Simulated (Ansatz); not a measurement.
# Abstraction of Cl: CHBr2Cl + SbH2 → CHBr2 + SbH2Cl

Species: CHBr2Cl (chlorodibromomethane) `ClC(Br)Br`, singlet; SbH2 `[SbH2]`, doublet; CHBr2 `Br[CH]Br`, doublet; SbH2Cl `[Cl][SbH2]`, singlet. A radical takes Cl: the energy is the difference in strength between the C–Cl bond broken and the Sb–Cl bond made.

Shapes, held fixed at every level: PBE0-D4/def2-TZVP. Programs: Ansatz 0.2.0. The zero-point and thermal change to 298 K, harmonic and unscaled (PBE0-D4/def2-TZVP), is -2.0 kJ/mol.

```json
{"level": "SPW92/def2-TZVPP", "kind": "LDA", "ΔH(298 K) (kJ/mol)": "-2.6", "less CCSD(T)/def2-TZVPP": "-1.9"}
{"level": "PBE0-D4/def2-TZVPP", "kind": "global hybrid", "ΔH(298 K) (kJ/mol)": "-12.9", "less CCSD(T)/def2-TZVPP": "-12.2"}
{"level": "r2SCAN0-D4/def2-TZVPP", "kind": "global hybrid", "ΔH(298 K) (kJ/mol)": "-18.9", "less CCSD(T)/def2-TZVPP": "-18.2"}
{"level": "wB97M-V/def2-TZVPP", "kind": "range-separated hybrid", "ΔH(298 K) (kJ/mol)": "-1.9", "less CCSD(T)/def2-TZVPP": "-1.2"}
{"level": "MP2/def2-SVP", "kind": "perturbation theory", "ΔH(298 K) (kJ/mol)": "+25.0", "less CCSD(T)/def2-TZVPP": "+25.7"}
{"level": "CCSD/def2-SVP", "kind": "coupled cluster or CI", "ΔH(298 K) (kJ/mol)": "+7.9", "less CCSD(T)/def2-TZVPP": "+8.6"}
{"level": "CCSD/def2-TZVPP", "kind": "coupled cluster or CI", "ΔH(298 K) (kJ/mol)": "-4.3", "less CCSD(T)/def2-TZVPP": "-3.6"}
{"level": "CCSD(T)/def2-TZVPP", "kind": "coupled cluster or CI", "ΔH(298 K) (kJ/mol)": "-0.7", "less CCSD(T)/def2-TZVPP": "0.0"}
```

The highest level, CCSD(T)/def2-TZVPP, gives ΔH(298 K) = -0.7 kJ/mol; the levels span -18.9 to +25.0. That is about zero within the method's error. They disagree on the sign: 2 of 8 are positive. The column of differences is taken from that level and isn't an error. No measured value is set beside it here. Open shells run unrestricted unless RO is named. For atoms past krypton def2 sets carry core potentials with scalar relativity. Relativity is left out for Br unless named. Correlated rows may include outer-core shells of Br, Sb, which these sets cover unevenly.
